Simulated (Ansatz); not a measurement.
Ansatz (an electronic-structure program) input (B3LYP-D3(BJ)/def2-TZVP):

Ansatz 0.2 input:
```yaml
crystal:
  periodic: [false, false, false]
  atoms:
    - {symbol: Sn, position_ang: [0.02705705, -0.00874175, -0.00653606]}
    - {symbol: O, position_ang: [1.83072166, -0.59148011, -0.44223963]}
    - {symbol: F, position_ang: [-0.75924037, -0.37420131, 1.63564268]}
    - {symbol: F, position_ang: [-1.01838471, 0.94852667, -1.20622937]}
basis:
  gaussian:
    orbitals: def2-TZVP
hamiltonian:
  xc: b3lyp
  dispersion: d3bj
total_charge: 1
magnetization: {spin_polarized: true, initial_magnetization: 1}
phonons: {temperatures: {t_min: 298.15, t_max: 298.15, t_step: 100}}
```

Output:

```
Functional definition: B3LYP
integrals: 0.05 GiB planned
895 factors; their error is unknown
mean field: 0.67 GiB planned
mean field evaluation 1: about -13288.6898 eV, gradient 7.7e1 eV
mean field evaluation 2: about -13202.2880 eV, gradient 1.7e2 eV
mean field evaluation 4: about -13304.6046 eV, gradient 2.3e1 eV
mean field evaluation 8: about -13306.6348 eV, gradient 1.7e-1 eV
mean field evaluation 16: about -13306.7127 eV, gradient 1.6e-3 eV
mean field -13306.71272693 eV, -489.0126731008 hartree, gradient 6.3e-6 eV, S^2 0.758502; 1 other end points of the search recorded, 0 dependent functions left out
the calculation of the forces begins
reference -13306.71291726 eV, -489.0126800953 hartree; 24, 23 occupied and 119, 120 virtual orbitals, 895 factors
these checks for a lower state are left out or cut short: stability, starts, cluster_reference, orbital_swaps, neighbouring_geometries, increment
integrals: 0.05 GiB planned
895 factors; their error is unknown
mean field: 0.67 GiB planned
mean field evaluation 32: about -13306.6347 eV, gradient 2.4e-1 eV
mean field -13306.71263782 eV, -489.0126698260 hartree, gradient 1.5e-6 eV, S^2 0.758456; 0 other end points of the search recorded, 0 dependent functions left out
the calculation of the forces begins
reference -13306.71282814 eV, -489.0126768202 hartree; 24, 23 occupied and 119, 120 virtual orbitals, 895 factors
these checks for a lower state are left out or cut short: stability, starts, cluster_reference, orbital_swaps, neighbouring_geometries, increment
integrals: 0.05 GiB planned
895 factors; their error is unknown
mean field: 0.67 GiB planned
mean field -13306.71263757 eV, -489.0126698169 hartree, gradient 1.5e-6 eV, S^2 0.758549; 0 other end points of the search recorded, 0 dependent functions left out
the calculation of the forces begins
reference -13306.71282791 eV, -489.0126768117 hartree; 24, 23 occupied and 119, 120 virtual orbitals, 895 factors
these checks for a lower state are left out or cut short: stability, starts, cluster_reference, orbital_swaps, neighbouring_geometries, increment
integrals: 0.05 GiB planned
895 factors; their error is unknown
mean field: 0.67 GiB planned
mean field -13306.71271676 eV, -489.0126727271 hartree, gradient 2.7e-6 eV, S^2 0.758557; 0 other end points of the search recorded, 0 dependent functions left out
the calculation of the forces begins
reference -13306.71290711 eV, -489.0126797225 hartree; 24, 23 occupied and 119, 120 virtual orbitals, 895 factors
these checks for a lower state are left out or cut short: stability, starts, cluster_reference, orbital_swaps, neighbouring_geometries, increment
integrals: 0.05 GiB planned
895 factors; their error is unknown
mean field: 0.67 GiB planned
mean field -13306.71269017 eV, -489.0126717499 hartree, gradient 1.2e-6 eV, S^2 0.758448; 0 other end points of the search recorded, 0 dependent functions left out
the calculation of the forces begins
reference -13306.71288047 eV, -489.0126787434 hartree; 24, 23 occupied and 119, 120 virtual orbitals, 895 factors
these checks for a lower state are left out or cut short: stability, starts, cluster_reference, orbital_swaps, neighbouring_geometries, increment
integrals: 0.05 GiB planned
895 factors; their error is unknown
mean field: 0.67 GiB planned
mean field evaluation 64: about -13306.7126 eV, gradient 1.4e-6 eV
mean field -13306.71263363 eV, -489.0126696720 hartree, gradient 1.4e-6 eV, S^2 0.758488; 0 other end points of the search recorded, 0 dependent functions left out
the calculation of the forces begins
reference -13306.71282394 eV, -489.0126766661 hartree; 24, 23 occupied and 119, 120 virtual orbitals, 895 factors
these checks for a lower state are left out or cut short: stability, starts, cluster_reference, orbital_swaps, neighbouring_geometries, increment
integrals: 0.05 GiB planned
895 factors; their error is unknown
mean field: 0.67 GiB planned
mean field -13306.71267013 eV, -489.0126710134 hartree, gradient 1.5e-6 eV, S^2 0.758516; 0 other end points of the search recorded, 0 dependent functions left out
the calculation of the forces begins
reference -13306.71286047 eV, -489.0126780083 hartree; 24, 23 occupied and 119, 120 virtual orbitals, 895 factors
these checks for a lower state are left out or cut short: stability, starts, cluster_reference, orbital_swaps, neighbouring_geometries, increment
integrals: 0.05 GiB planned
895 factors; their error is unknown
mean field: 0.67 GiB planned
mean field -13306.71270866 eV, -489.0126724293 hartree, gradient 2.5e-6 eV, S^2 0.758498; 0 other end points of the search recorded, 0 dependent functions left out
the calculation of the forces begins
reference -13306.71289897 eV, -489.0126794233 hartree; 24, 23 occupied and 119, 120 virtual orbitals, 895 factors
these checks for a lower state are left out or cut short: stability, starts, cluster_reference, orbital_swaps, neighbouring_geometries, increment
integrals: 0.05 GiB planned
895 factors; their error is unknown
mean field: 0.67 GiB planned
mean field -13306.71272261 eV, -489.0126729423 hartree, gradient 2.8e-6 eV, S^2 0.758506; 0 other end points of the search recorded, 0 dependent functions left out
the calculation of the forces begins
reference -13306.71291296 eV, -489.0126799371 hartree; 24, 23 occupied and 119, 120 virtual orbitals, 895 factors
Total energy: -13306.81570562 eV, -489.0164574979 hartree
Atom 0 at     0.027057    -0.008742    -0.006536 Å, force     0.000018    -0.000006    -0.000004 eV/Å
Atom 1 at     1.830722    -0.591480    -0.442240 Å, force    -0.000188     0.000061     0.000045 eV/Å
Atom 2 at    -0.759240    -0.374201     1.635643 Å, force     0.000072     0.000036    -0.000158 eV/Å
Atom 3 at    -1.018385     0.948527    -1.206229 Å, force     0.000097    -0.000091     0.000117 eV/Å
Dipole moment:     0.264688    -0.085517    -0.063939 e Å
Vibrations: 115.49 142.67 143.65 626.41 709.09 722.75 cm⁻¹, zero-point energy 0.152503 eV
```
